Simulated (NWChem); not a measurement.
# thiourea (CH₄N₂S); SMILES NC(N)=S

```xyz
8

N     -0.0610     1.1480    -1.0486
C      0.0000     0.0000    -0.3075
N      0.0610    -1.1480    -1.0486
S      0.0000     0.0000     1.3669
H      0.3214     1.1522    -1.9869
H      0.0513     2.0051    -0.5258
H     -0.3214    -1.1522    -1.9869
H     -0.0513    -2.0051    -0.5258
```
Atoms are numbered in this order, from 1.

Level: B3LYP/6-31G* (spherical d) (NWChem), optimised geometry, unscaled harmonic frequencies. B3LYP is NWChem's, with the RPA form of VWN correlation.

Problem. List the harmonic frequencies with IR intensities, and the thermochemistry.

Solution. 
```json
[
 {"frequency (cm⁻¹)": "363", "IR intensity (km/mol)": "132.5"},
 {"frequency (cm⁻¹)": "400", "IR intensity (km/mol)": "21.1"},
 {"frequency (cm⁻¹)": "411", "IR intensity (km/mol)": "287.7"},
 {"frequency (cm⁻¹)": "460", "IR intensity (km/mol)": "9.9"},
 {"frequency (cm⁻¹)": "527", "IR intensity (km/mol)": "64.7"},
 {"frequency (cm⁻¹)": "592", "IR intensity (km/mol)": "136.4"},
 {"frequency (cm⁻¹)": "639", "IR intensity (km/mol)": "60.5"},
 {"frequency (cm⁻¹)": "766", "IR intensity (km/mol)": "8.9"},
 {"frequency (cm⁻¹)": "1082", "IR intensity (km/mol)": "54.1"},
 {"frequency (cm⁻¹)": "1088", "IR intensity (km/mol)": "14.5"},
 {"frequency (cm⁻¹)": "1430", "IR intensity (km/mol)": "269.4"},
 {"frequency (cm⁻¹)": "1449", "IR intensity (km/mol)": "98.8"},
 {"frequency (cm⁻¹)": "1659", "IR intensity (km/mol)": "206.7"},
 {"frequency (cm⁻¹)": "1684", "IR intensity (km/mol)": "70.3"},
 {"frequency (cm⁻¹)": "3551", "IR intensity (km/mol)": "40.2"},
 {"frequency (cm⁻¹)": "3558", "IR intensity (km/mol)": "8.2"},
 {"frequency (cm⁻¹)": "3685", "IR intensity (km/mol)": "65.0"},
 {"frequency (cm⁻¹)": "3686", "IR intensity (km/mol)": "15.0"}
]
```

The zero-point energy is 38.6 kcal/mol and the thermal correction to the enthalpy at 298.15 K (with zero-point energy) is 42.2 kcal/mol. The heat capacity Cv comes out as 16.5 cal/(mol K) and the entropy at 298.15 K and 1 atm (symmetry number 2) is 68.1 cal/(mol K). The dipole moment is 5.12 D.

Rigid rotor and harmonic oscillator.
